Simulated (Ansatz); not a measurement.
Geometry optimisation, Ansatz, RKS B3LYP/def2-SVP.

Input:

```yaml
crystal:
  periodic: [false, false, false]
  atoms:
    - { symbol: F, position_ang: [0.23675, -2.14376, 1.4587] }
    - { symbol: Ga, position_ang: [0.01874, -0.39556, 1.24991] }
    - { symbol: Si, position_ang: [-0.03365, 0.46001, -1.0044] }
    - { symbol: H, position_ang: [-0.09224, 0.16219, 2.75319] }
    - { symbol: H, position_ang: [-1.18932, -0.09076, -1.7334] }
    - { symbol: H, position_ang: [-0.13957, 1.92688, -1.00898] }
    - { symbol: H, position_ang: [1.1993, 0.08099, -1.71503] }
basis:
  gaussian: { orbitals: def2-SVP }
hamiltonian:
  xc: b3lyp
relax:
  f_tol: 0.02
  max_steps: 40
scf:
  lower_state_search: "off"
```

Run as:

```bash
$ ansatz run input.yaml --threads 1 --pin off --max-ram 2048MiB --backend cpu --events-out ev --progress --plain --runs-dir out
```

Task: Where does it end, and by what steps?

Result: It converged. After 4 steps the energy has fallen by 0.048 eV; F1 moved furthest, 0.09 Å.

```csv
step,energy less start (eV),largest force component (eV/Å),accepted
0,0.0000,0.784,yes
1,-0.0260,0.439,yes
2,-0.0452,0.310,yes
3,-0.0477,0.020,yes
4,-0.0479,0.005,yes
```

```xyz
7
Properties=species:S:1:pos:R:3
F 0.237 -2.163 1.369
Ga 0.019 -0.406 1.283
Si -0.030 0.456 -0.980
H -0.100 0.228 2.718
H -1.202 -0.119 -1.705
H -0.143 1.944 -0.990
H 1.218 0.061 -1.696
```

Whether the end is a true minimum wasn't checked by a vibrational analysis.

The run took 8.1 s on 1 thread of Intel(R) Xeon(R) 6975P-C (Granite Rapids) (shared host), peak memory 0.17 GiB.
